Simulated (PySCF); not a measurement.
C4H2BrF, SMILES C#C/C(=C\F)Br. Geometry: PBE-D3(BJ)/def2-SVP. The structure was generated by enumeration; whether it is a known compound was not checked.

Computed with PBE-D3(BJ)/def2-SVP run with PySCF 2.14.0.

Harmonic wavenumbers (cm⁻¹): 125, 204, 221, 272, 358, 430, 561, 604, 671, 751, 808, 997, 1184, 1304, 1641, 2146, 3145, 3406. Rotational constants (GHz): 3.375, 1.451, 1.015; symmetry number 1.

Work out the zero-point energy and the ideal-gas rigid-rotor harmonic-oscillator thermochemistry at 298.15 K and 1 atm.

ZPE = ½ Σ hcν = ½ × 18830 cm⁻¹ = 26.92 kcal/mol. H − E(el) = 31.52 kcal/mol. Entropy in cal/(mol K): translation 40.91, rotation 28.56, vibration 12.57, total 82.03. G − E(el) = 7.07 kcal/mol. Cp = 23.40 cal/(mol K). Modes under 150 cm⁻¹ make the vibrational entropy uncertain.
